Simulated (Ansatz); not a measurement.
```yaml
crystal:
  periodic: [false, false, false]
  atoms:
    - {symbol: C, position_ang: [-1.667391, 0.561672, -0.299692]}
    - {symbol: B, position_ang: [-0.635000, -0.253446, 0.637019]}
    - {symbol: F, position_ang: [-1.056544, -0.140867, 1.672933]}
    - {symbol: C, position_ang: [0.404806, -0.974827, 0.005104]}
    - {symbol: Al, position_ang: [2.089228, -0.084218, -0.104715]}
    - {symbol: H, position_ang: [-1.187473, 0.974183, -1.317298]}
    - {symbol: H, position_ang: [-2.624957, 0.287149, -0.245438]}
    - {symbol: H, position_ang: [-1.985349, 1.576971, -0.098749]}
    - {symbol: H, position_ang: [0.343757, -1.243450, -0.889913]}
    - {symbol: H, position_ang: [0.623732, -1.893661, 0.817142]}
    - {symbol: H, position_ang: [3.286394, -0.264645, 1.163249]}
    - {symbol: H, position_ang: [2.356809, 1.308305, -1.079631]}
basis:
  gaussian: {orbitals: def2-TZVPP}
total_charge: -2
hamiltonian: {xc: {name: HF}}
```

```sh
$ ansatz run in.yaml --threads 4 --pin off --events-out ev --progress --plain --max-ram 10444MiB
```

Output, abridged:

```
Functional definition: HF
1628 factors; their error is unknown
mean field evaluation 1: about -12118.9767 eV, gradient 4.2e1 eV
mean field evaluation 2: about -12123.8229 eV, gradient 2.4e1 eV
mean field evaluation 4: about -12125.0390 eV, gradient 1.1e0 eV
mean field evaluation 8: about -12125.0665 eV, gradient 1.8e-1 eV
mean field -12125.18965366 eV, -445.5925010234 hartree, gradient 2.3e-5 eV, S^2 0.000000; 0 other end points of the search recorded, 0 dependent functions left out
reference -12125.18965366 eV, -445.5925010234 hartree; 24, 24 occupied and 240, 240 virtual orbitals, 1628 factors
Total energy: -12125.18965366 eV, -445.5925010234 hartree
```

Question: Something in this input is off. What?

Answer: The charge is far from anything that the molecule holds. The run converged. The result belongs to that input, not to the molecule as meant.
